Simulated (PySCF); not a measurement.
A search over the determinants of TaBr⁺

Unrestricted PBE0; PySCF, scalar-relativistic core potentials, basis sets Ta def2-TZVPPD with ECP60, Br def2-TZVPPD. Outer shells of the fragments: Ta+ 5d3 6s1; Br 3d10 4s2 4p5.

Followed along the bond (rough minima from three points):

| 2Ms+1 | unpaired | ⟨S²⟩ at the start | R at minimum (Å) | Te (eV) |
| --- | --- | --- | --- | --- |
| 4 | σ ↑, δ ↑↑ | 3.78 | 2.31 | 0.00 |
| 4 | σ ↑, π ↑, δ ↑ | 3.78 | 2.36 | 0.35 |
| 4 | σ ↑, π ↑, δ ↑ | 3.78 | 2.36 | 0.40 |
| 2 | σ ↑, π ↓, δ ↑ | 1.76 | 2.35 | 0.91 |
| 2 | σ ↑, π ↓, δ ↑ | 1.75 | 2.35 | 1.01 |
| 4 | π ↑, δ ↑↑ | 3.78 | 2.39 | 1.17 |

Solutions found at the starting distance of 2.575 Å, counted from the lowest of them; the search is not exhaustive and high or unbound solutions are not listed, so other states can lie among these:

```csv
2Ms+1,unpaired,term,E (eV),⟨S²⟩,⟨Lz²⟩,μ (D)
4,"σ ↑, δ ↑↑",⁴Σ⁻,0.00,3.78,0.00,-4.90
4,"σ ↑, π ↑, δ ↑",mixed,0.19,3.78,4.72,-5.04
4,"σ ↑, π ↑, δ ↑",mixed,0.24,3.78,4.98,-4.86
2,"σ ↑, π ↓, δ ↑",mixed,0.77,1.76,4.55,-5.12
2,"σ ↑, π ↓, δ ↑",mixed,0.89,1.75,5.02,-5.02
4,"π ↑, δ ↑↑",mixed,0.92,3.78,1.39,-5.48
```

A term symbol is given only where ⟨S²⟩ and ⟨Lz²⟩ are close to those of a pure state; real π, δ and φ orbitals otherwise mix terms. A positive dipole points towards Br; it is taken about the centre of mass and depends on that origin.

**Question.** Compare the gap between the two lowest followed solutions at the starting distance with the gap between their minima.

**Answer.** At PBE0 the second solution (quartet, unpaired electrons σ ↑, π ↑, δ ↑) lies +0.19 eV from the first (quartet, unpaired electrons σ ↑, δ ↑↑) at 2.575 Å and +0.35 eV at the minima; the two curves relax by different amounts, since their minima lie near 2.36 and 2.31 Å.

Spin–orbit coupling is left out. With d or f electrons several states lie close, and the lowest PBE0 determinant need not be the measured ground state.
